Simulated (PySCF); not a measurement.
Choosing a molecule for a target property.

Each SMILES stands for a single optimised conformer of the isolated species, non-relativistic unless stated; the electronic structure was computed with PySCF and density fitting.

The conformers computed, where there is a choice (atom-mapped SMILES and torsion angles):
- `[CH3:1][B:2]([CH3:3])[N:4]([SiH3:5])[SiH3:6]`: C1–B2–N4–Si5 178°
- `[GeH3:1][O:2][c:3]1[cH:4][cH:5][n:6][cH:7][cH:8]1`: Ge1–O2–C3–C4 -179°
- `[S:1]=[C:2]=[N:3][c:4]1[cH:5][cH:6][cH:7][cH:8][cH:9]1`: C2–N3–C4–C5 180°

The conformers of `F[C@]12CCC[C@H]1CCC2` aren't listed.

Question: Wanted: lowest triplet excitation (Tamm–Dancoff) between 5 eV and 8 eV (TDA wB97X-D/def2-SVPD) and lowest singlet excitation above 5 eV (TDDFT wB97X-D/def2-SVPD), at PBE0-D3(BJ)/def2-SVP geometries. Which candidate meets both?
A. `[GeH3][O]c1ccncc1`
B. `S=C=Nc1ccccc1`
C. `F[C@]12CCC[C@H]1CCC2`
D. `CB(C)N([SiH3])[SiH3]`

Answer: D. Computed values:
```
             species  lowest triplet excitation (Tamm–Dancoff)  lowest singlet excitation
       S=C=Nc1ccccc1                                   3.53 eV                    4.75 eV
   [GeH3][O]c1ccncc1                                   4.35 eV                    5.35 eV
CB(C)N([SiH3])[SiH3]                                   6.35 eV                    7.02 eV
F[C@]12CCC[C@H]1CCC2                                   8.70 eV                    8.92 eV
```

Question: Wanted: HOMO–LUMO gap above 12 eV (wB97X-D/def2-SVPD) and vertical ionisation energy above 8.8 eV (ΔSCF wB97X-D/def2-SVPD), at PBE0-D3(BJ)/def2-SVP geometries. Which candidate meets both?
A. `S=C=Nc1ccccc1`
B. `CB(C)N([SiH3])[SiH3]`
C. `F[C@]12CCC[C@H]1CCC2`
D. `[GeH3][O]c1ccncc1`

Answer: C. Computed values:
```csv
species,HOMO–LUMO gap,vertical ionisation energy
S=C=Nc1ccccc1,8.57 eV,8.55 eV
[GeH3][O]c1ccncc1,10.32 eV,9.08 eV
CB(C)N([SiH3])[SiH3],11.44 eV,9.85 eV
F[C@]12CCC[C@H]1CCC2,12.79 eV,10.50 eV
```

Question: Wanted: electronic spatial extent ⟨r²⟩ about the centre of nuclear charge between 1800 bohr² and 2000 bohr² (wB97X-D/def2-SVPD) and dipole moment above 3 D (wB97X-D/def2-SVPD), at PBE0-D3(BJ)/def2-SVP geometries. Which candidate meets both?
A. `S=C=NC1=CC=CC=C1`
B. `[GeH3][O]C1=CC=NC=C1`
C. `C#CC#CC#C/C=C\F`
D. `CB(C)N([SiH3])[SiH3]`

Answer: A. Computed values:
```csv
species,electronic spatial extent ⟨r²⟩ about the centre of nuclear charge,dipole moment
CB(C)N([SiH3])[SiH3],1124 bohr²,0.36 D
[GeH3][O]C1=CC=NC=C1,1705 bohr²,3.80 D
S=C=NC1=CC=CC=C1,1895 bohr²,3.45 D
C#CC#CC#C/C=C\F,2304 bohr²,1.68 D
```

Question: Wanted: HOMO energy below -9.4 eV (wB97X-D/def2-SVPD) and static isotropic polarisability above 90 au (wB97X-D/def2-SVPD), at PBE0-D3(BJ)/def2-SVP geometries. Which candidate meets both?
A. `[GeH3][O]c1ccncc1`
B. `CB(C)N([SiH3])[SiH3]`
C. `S=C=Nc1ccccc1`
D. `F[C@]12CCC[C@H]1CCC2`

Answer: B. Computed values:
```csv
species,HOMO energy,static isotropic polarisability
F[C@]12CCC[C@H]1CCC2,-10.39 eV,87.6 au
CB(C)N([SiH3])[SiH3],-9.84 eV,99.0 au
[GeH3][O]c1ccncc1,-9.02 eV,97.1 au
S=C=Nc1ccccc1,-8.44 eV,121.9 au
```
